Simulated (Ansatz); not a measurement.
In₁₁As₁₁H₂₈, a nanocrystal cut from wurtzite InAs (hydrogen-capped), relaxed as a singlet with RKS PBE-D4/def2-SVP in Ansatz, starting from a model built from a lattice or polyhedron. Force threshold 0.03 eV/Å.

In the def2 sets In takes a core potential; there is no spin–orbit coupling. Single mean-field runs in def2-SVP are fitted with def2-universal-jkfit.

Start:

```xyz
50

In   -1.9377    4.0761    1.3487
As   -4.0134    3.7131   -0.2183
In    1.8603    2.4987    2.5431
As    2.1175    0.4276    4.1089
As   -0.1995    2.1597    0.9741
In   -1.3100   -0.1486    1.4750
In   -3.6457    1.5792   -1.6674
As   -3.3869   -0.5222   -0.1174
In    2.4600   -1.7256    2.7038
As    0.4204   -2.0815    1.0813
In   -0.6825   -4.3595    1.5852
In   -3.0051   -2.6476   -1.5893
As   -2.7737   -4.7239    0.0282
As    4.0384    2.8077    1.1115
In    0.5925    2.2213   -1.5316
As   -1.4590    1.8632   -3.1180
In    4.4098    0.6301   -0.3687
As    4.6662   -1.4624    1.2277
As    2.3284    0.3074   -1.9489
In    1.2172   -2.0120   -1.4095
In   -1.0857   -0.2925   -4.5688
As   -0.8427   -2.3867   -2.9877
H    -2.4441    4.0486    3.0257
H    -1.1867    5.6077    1.0097
H    -5.2674    3.5576    0.6158
H    -4.1330    4.9579   -1.1282
H     1.6088    3.9420    3.5048
H     0.8681    0.2889    4.9717
H     3.3350    0.6284    5.0267
H    -1.8490   -0.1914    3.1297
H    -4.9985    1.3559   -2.7365
H    -4.6086   -0.6743    0.7499
H     2.6748   -3.1077    3.7202
H    -1.2347   -4.4137    3.2477
H     0.4503   -5.6771    1.3199
H    -4.3686   -2.8691   -2.5931
H    -3.9973   -4.8842    0.8399
H    -2.5558   -5.9851   -0.8355
H     5.2416    2.9934    2.0226
H     3.8771    4.0130    0.1832
H     1.3691    3.7824   -1.8671
H    -1.5826    3.0449   -4.0444
H     5.8500    0.8061   -1.2948
H     5.8447   -1.2468    2.1380
H     4.8745   -2.7013    0.3806
H     2.8053    0.3149   -3.3660
H     2.3826   -3.2856   -1.6679
H    -2.4577   -0.5096   -5.6398
H     0.3449   -0.0965   -5.5343
H    -0.6115   -3.6209   -3.8404
```

| step | energy (eV) | largest force component (eV/Å) | SCF passes |
| --- | --- | --- | --- |
| 1 | -726452.6277 | 1.515 | 19 |
| 2 | -726454.7333 | 0.432 | 24 |
| 3 | -726455.2504 | 0.156 | 25 |
| 4 | -726455.2887 | 0.081 | 20 |
| 5 | -726455.3002 | 0.063 | 19 |
| 6 | -726455.3121 | 0.041 | 20 |
| 7 | -726455.3133 | 0.018 | 21 |

Force components are those of the run's own axes.

End:

Cartesian coordinates in Å:
```
In -1.8901 4.3128 1.6396
As -3.8504 3.6624 -0.1856
In 1.7101 2.7678 2.6100
As 2.1407 0.4259 3.9249
As -0.2934 2.2230 1.0127
In -1.3289 -0.1483 1.6840
In -3.7917 1.5397 -1.8478
As -3.2523 -0.4833 -0.1860
In 2.4094 -2.0110 2.7468
As 0.3483 -2.1561 1.1364
In -0.5873 -4.5793 1.8873
In -3.1728 -2.6619 -1.7327
As -2.6340 -4.6198 0.0424
As 3.9443 2.6444 1.0398
In 0.5693 2.4350 -1.4917
As -1.4458 1.7230 -3.0889
In 4.5363 0.6453 -0.7021
As 4.5270 -1.3392 1.1538
As 2.1663 0.2692 -1.7823
In 1.2587 -2.2451 -1.3583
In -0.8998 -0.2693 -4.8762
As -0.8620 -2.2327 -2.9777
H -2.6076 4.0470 3.2011
H -1.1575 5.7592 1.0062
H -5.2193 3.5923 0.4919
H -4.1795 4.8666 -1.0682
H 1.8325 4.1321 3.6845
H 0.9228 0.2742 4.8333
H 3.1640 0.6073 5.0480
H -1.9369 -0.1904 3.3221
H -5.2230 1.3694 -2.8236
H -4.5485 -0.6525 0.6107
H 2.9093 -3.2193 3.8960
H -1.3665 -4.4444 3.4359
H 0.5368 -5.7866 1.3312
H -4.5840 -2.9626 -2.7061
H -3.9712 -4.9125 0.7235
H -2.5917 -5.9133 -0.7715
H 5.1856 3.0276 1.8475
H 3.9061 3.9118 0.1899
H 1.4286 3.9094 -1.8648
H -1.6306 2.9786 -3.9465
H 6.0604 0.8440 -1.5080
H 5.8183 -1.3018 1.9730
H 4.8632 -2.6104 0.3786
H 2.5282 0.2788 -3.2714
H 2.5111 -3.4257 -1.6566
H -2.3283 -0.5076 -5.8405
H 0.7468 -0.0398 -5.4013
H -0.6710 -3.5335 -3.7636
```

By distances, no bond broke or formed. The bond that changes most is In1–As2, from 2.63 to 2.76 Å (atoms count from 1).

No frequencies were taken in this run, so the end may be a saddle point.

It took 56 s on 11 threads of AMD EPYC 7R13 on a shared host and a whole NVIDIA H100 80GB HBM3, peak host memory 1.6 GiB.
